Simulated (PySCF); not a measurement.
Species: C7H9O (doublet state).
Structure used (GFN2-xTB), in Å, numbered top down from 1:
```xyz
17
C7H9O angstrom
C     -1.7768   -1.6243   -0.6160
C     -1.2729   -0.4114   -0.7555
C     -0.4488    0.2795    0.2838
C     -0.9997    1.6666    0.6106
C      0.9725    0.4316   -0.2634
C      2.0103   -0.0971    0.2716
C      2.9721   -0.7530    1.0202
O      3.5985   -0.2798    1.9649
H     -2.3732   -2.0854   -1.3844
H     -1.6179   -2.2044    0.2781
H     -1.4386    0.1517   -1.6650
H     -0.4093   -0.3259    1.1926
H     -1.0461    2.2852   -0.2834
H     -0.3666    2.1599    1.3443
H     -2.0032    1.5751    1.0214
H      1.0292    1.0354   -1.1621
H      3.1635   -1.7917    0.6785
```

The hyperfine couplings belong to this conformer and change with its torsions.

The species is `C=C[C@H](C)/C=[C]\C=O` [radical].

Computed, not measured: UKS B3LYP, pcH-1 on C H O, non-relativistic, mean-field spin-orbit, GIAO (PySCF 2.14.0). The structure is a single GFN2-xTB conformer in the gas phase; no vibrational or solvent corrections. The geometry wasn't refined by DFT: couplings that depend on bond lengths, twists or pyramidal angles can differ widely from those at the functional's own minimum. No stability test was run, so a lower SCF solution isn't excluded.

Task: Where do the isotropic ENDOR lines of H16, H12, H13/H14/H15, H11 and H17 fall at 3358.8 mT, to first order?

Result: ν± = |νn ± a/2|, one line for each electron-spin manifold; νn = |g_N| × 7.62259 MHz/T × B.

```csv
nuclei,isotope,g_N,νn (MHz),a_iso (MHz),lower line (MHz),upper line (MHz)
H16,1H,5.5857,143.01,121.15,82.43,203.59
H12,1H,5.5857,143.01,-4.70,140.66,145.36
H13/H14/H15,1H,5.5857,143.01,1.79,142.12,143.90
H11,1H,5.5857,143.01,1.11,142.45,143.56
H17,1H,5.5857,143.01,0.87,142.58,143.44
```

Task: Which pairs are centred on the nuclear Larmor frequency, and which on half the coupling?

Result: Centred on νn, since |a| < 2νn: H16, H12, H13/H14/H15, H11 and H17. No pair has |a| > 2νn.

Task: At what field would the lower line of H16 fall to zero frequency?

Result: Where νn = |a|/2, that is B = 60.58 MHz/(5.5857 × 7.62259 MHz/T) = 1420 mT, as far as first order holds there.

Class means assume fast exchange of nuclei equivalent by connectivity; if that motion is slow, each nucleus keeps its own coupling.

Largest spin populations (Mulliken): C6 (+0.74), O8 (+0.38), C5 (-0.13) and C7 (-0.11).
